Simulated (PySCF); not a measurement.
C5H6BF, SMILES C#CC(B(C)F)=C. Coordinates come from a PBE0-D3(BJ)/def2-SVP optimisation. This is a generated structure with no PubChem entry under its InChIKey; it may be hypothetical. Other conformers were not sampled.

Computed equilibrium geometry at PBE0-D3(BJ)/def2-SVP (PySCF confirms it by a frequency run) as bond lengths and angles, and its point group (one conformer of several):
point group Cs.
Atoms: C1 C2 C3 C4 B5 C6 F7 H8 H9 H10 H11 H12 H13. Bonded distances (Å): C1–C2 1.214, C1–H8 1.074, C2–C3 1.430, C3–C4 1.351, C3–B5 1.575, C4–H9 1.094, C4–H10 1.093, B5–C6 1.565, B5–F7 1.331, C6–H11 1.103, C6–H12 1.097, C6–H13 1.103. Angles (°): C2–C1–H8 179.9, C1–C2–C3 178.1, C2–C3–C4 120.9, C2–C3–B5 118.5, C4–C3–B5 120.7, C3–C4–H9 121.9, C3–C4–H10 120.9, H9–C4–H10 117.2, C3–B5–C6 126.2, C3–B5–F7 116.6, C6–B5–F7 117.2, B5–C6–H11 109.0, B5–C6–H12 115.8, B5–C6–H13 109.0, H11–C6–H12 108.4, H11–C6–H13 105.7, H12–C6–H13 108.4.
Charge 0, spin multiplicity 1.
